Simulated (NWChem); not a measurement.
System: CH$_{3}$FFeO, quintet; SMILES C[O][Fe][F]

The following NWChem deck was run.

```
start job
memory heap 200 mb stack 900 mb global 1100 mb
geometry units angstroms noautosym nocenter noautoz
  Fe    -0.519951     0.247782     0.168006
  F     -1.766149     0.907679     1.208392
  O      0.739393    -0.435150    -0.833879
  C      1.500518    -0.636024    -1.959234
  H      1.757126     0.312562    -2.472841
  H      2.457059    -1.136715    -1.712943
  H      0.985497    -1.276963    -2.702771
end
basis spherical
  * library def2-svp
end
dft
  odft
  mult 5
  xc b3lyp
  iterations 150
end
property
  efieldgrad
end
task dft property
```

Coordinates come from a PBE0/def2-SVP, spin-unrestricted optimisation. No frequency run checked for a minimum. The spin multiplicity was typed, not searched, and may not be the lowest. No stability test was run on the SCF state.

Vzz is the largest principal value of the second derivative of the potential at the nucleus (NWChem prints the opposite sign); η is the asymmetry. Non-relativistic.

Atoms are numbered as in the input.

What results follow from this input? (B3LYP/def2-SVP, spin-unrestricted.) Quantities: Vzz Fe1 (a.u.); η Fe1; Vzz O3 (a.u.); η O3.


```yaml
Vzz Fe1 (a.u.): 0.448
"η Fe1": 0.07
Vzz O3 (a.u.): 1.558
"η O3": 0.03
```
